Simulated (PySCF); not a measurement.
# What a mistake does to a calculation on BCGeH6N

These are calculations, not measurements. They come from PySCF 2.14.0, an open-source quantum chemistry program, on an isolated molecule that a program drew, which may never have been made. The molecule is BCGeH6N (charge 0, singlet), drawn as the SMILES string `[BH2][GeH]=[CH]N`.

Each row is a Hartree-Fock (HF) and frozen-core CCSD(T) single point in the cc-pVDZ basis, meant for a local HF minimum. Run 1 is clean. Each other run has one planted mistake out of seven kinds, and not every kind appears here: one electron removed, one electron added, multiplicity raised by two, geometry at a saddle point, minimal basis STO-3G, one bond length entered in bohr, all coordinates scaled. The reference is restricted for singlets and unrestricted otherwise, and also for a bond in bohr. Adding or removing an electron swaps singlet and doublet. Electrons count all cores. HOMO and LUMO are orbital energies over both spins, the gradient is its largest component, and the lowest frequency (negative if imaginary) is given only where the gradient is small. Bond lengths are over the 9 bonds as drawn. T1 is the CCSD diagnostic: over 0.02 (restricted) or 0.045 (unrestricted) a single reference is doubtful. Germanium has the cc-pVDZ-PP basis, with a core potential (ECP10MDF) in place of its 10 inner electrons, and its 3s, 3p and 3d shells are frozen in CCSD(T).

Geometry of the clean run:
```xyz
10
BCGeH6N, angstrom
B    -1.2955    2.2104    1.7151
Ge   -0.5389    0.7742    0.5008
C    -0.8127   -0.9091    1.4297
N    -0.6743   -1.1532    2.7101
H    -1.6514    3.2780    1.2967
H    -1.2527    2.0772    2.9149
H    -1.3324    0.5164   -0.7964
H    -0.9496   -1.8173    0.8444
H    -0.5478   -0.4002    3.3575
H    -0.6701   -2.0799    3.0844
```

| run | electrons | basis functions | <S^2> | HOMO (eV) | LUMO (eV) | gradient (hartree/bohr) | lowest frequency (cm^-1) | mean bond (Å) | longest bond (Å) | T1 | HF (hartree) | CCSD(T) (hartree) | mistake |
|---|---|---|---|---|---|---|---|---|---|---|---|---|---|
| 1 | 56 | 95 | 0.000 | -6.70 | 2.00 | 2.2e-05 | 112 | 1.3689 | 2.027 | 0.0246 | -413.79219 | -414.34532 | no fault |
| 2 | 55 | 95 | 0.781 | -14.28 | -5.09 | 4.4e-02 | - | 1.3689 | 2.027 | 0.0206 | -413.57878 | -414.09227 | one electron removed |
| 3 | 56 | 95 | 0.000 | -6.70 | 1.77 | 4.1e-02 | - | 1.4415 | 2.135 | 0.0285 | -413.76941 | -414.33258 | all coordinates scaled |
| 4 | 56 | 95 | 2.045 | -6.08 | 0.47 | 8.2e-02 | - | 1.3689 | 2.027 | 0.0470 | -413.75138 | -414.27547 | multiplicity raised by two |
| 5 | 56 | 95 | 0.901 | -6.86 | 1.43 | 1.6e-02 | - | 1.4766 | 2.058 | 0.0600 | -413.66833 | -414.21710 | ? |
| 6 | 57 | 95 | 1.183 | -0.57 | 7.49 | 9.3e-02 | - | 1.3689 | 2.027 | 0.0362 | -413.77171 | -414.32835 | ? |

**Which mistake was planted in run 5, and what did it cost?**

The mean bond changes by a factor of 1.079 and the longest by 1.015, so the molecule wasn't scaled as a whole. A length L in bohr read as angstrom grows by (1/0.5292 - 1) L = 0.890 L. The 9 bonds together grew by 9 x 0.1077 = 0.969 Å, which gives L = 1.089 Å. That is bond C3-H8, 1.089 Å in the clean geometry. So the mistake is: one bond length entered in bohr. Subtracting run 1 and multiplying by 627.51 kcal/mol a hartree, the energy moved by 77.7 kcal/mol in HF and 80.5 kcal/mol in CCSD(T).

**Which mistake was planted in run 6, and what did it cost?**

It counts 57 electrons, one more than the clean run, at the same geometry and basis. So the mistake is: one electron added. Subtracting run 1 and multiplying by 627.51 kcal/mol a hartree, the energy moved by 12.9 kcal/mol in HF and 10.6 kcal/mol in CCSD(T).

Cautions from the logs. Run 1: T1 is over the limit, so its CCSD(T) energy is less reliable; run 3: T1 is over the limit, so its CCSD(T) energy is less reliable; run 4: T1 is over the limit, so its CCSD(T) energy is less reliable; run 5: T1 is over the limit, so its CCSD(T) energy is less reliable; run 6: the added electron raises the CCSD(T) energy, so it isn't bound in this basis.
